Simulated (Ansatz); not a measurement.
Wavefunction ladder for CH₆BNS (`CNBS`)

Z-matrix (Å, degrees):
```
C
N 1 1.444
H 1 1.095 2 111.6
H 1 1.095 2 111.6 3 121.2
H 1 1.090 2 109.1 3 -119.4
B 2 1.389 1 125.8 3 119.3
H 2 1.009 1 114.1 3 -60.7
S 6 1.820 2 119.9 1 -180.0
H 6 1.195 2 119.9 1 0.0
H 8 1.339 6 96.2 2 -180.0
```

Charge 0, multiplicity 1. All single points use the PBE0-D4/def2-TZVP geometry. It is one conformer, not always the lowest. Frozen core, restricted reference, Ansatz. CBS rows extrapolate triple and quadruple zeta; past MP2 they add the triple-zeta difference.

| basis | HF (Eh) | MP2 corr. |
| --- | --- | --- |
| def2-SVP | -517.87992 | -0.53173 |
| def2-TZVPP | -518.15101 | -0.66862 |
| def2-QZVPP | -518.16812 | -0.71681 |

Q: Estimate the CCSD correlation energy and the (T) correction in each basis where they were run (hartree).

A: 
```csv
basis,CCSD corr.,(T)
def2-SVP,-0.58264,-0.01694
def2-TZVPP,-0.71427,-0.02954
CBS(def2),-0.79816,as TZ
```
